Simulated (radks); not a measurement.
Spherical quantum dot in the effective-mass picture: electrons in a hard-walled sphere of radius 1.65, with a point charge +2 (a donor) at the centre, all in effective atomic units (hartree* = m*/eps^2 hartree, bohr* = eps/m* bohr), one dielectric constant everywhere. Calculated with a radial shooting solver with Libxc functionals: non-relativistic Kohn-Sham, PBE, spin-polarised, spherical densities. Levels are named by radial order and angular momentum (1s, 1p, 1d, 2s, ...), and open shells are averaged over m. Results are scaled to m* = 0.098 and eps = 7.8, for which hartree* = 43.83 meV and bohr* = 4.212 nm.

N = 17, configuration 1s2 1p6 1d(up 5, down 4). This is the lowest configuration that the search found. Occupied and some empty levels:

level    occupation  eigenvalue (meV)  <r> (nm)
1s up             1            585.38     3.429
1s down           1            586.43     3.416
1p up             3            668.09     4.349
1p down           3            669.69     4.346
1d up             5            761.35     4.688
1d down           4            763.09     4.687
2s up             0            768.67     3.277
2s down           0            769.40     3.285
1f up             0            876.71     4.910
1f down           0            878.50     4.910
2p up             0            977.69     3.593
2p down           0            978.62     3.593

Energy (meV): total 6804.96, kinetic 3622.1, external -1587.7, Hartree 5445.3, exchange-correlation -674.71.

Electron density:

r (nm)  n(r) (e/nm^3)
0.182         0.03157
0.703         0.02088
1.22          0.01611
1.74          0.01497
2.26          0.01619
2.78          0.01884
3.30          0.02187
3.82          0.02401
4.34          0.02393
4.86          0.02074
5.38          0.01460
5.90         0.007436
6.42         0.001929
6.94        2.259e-06
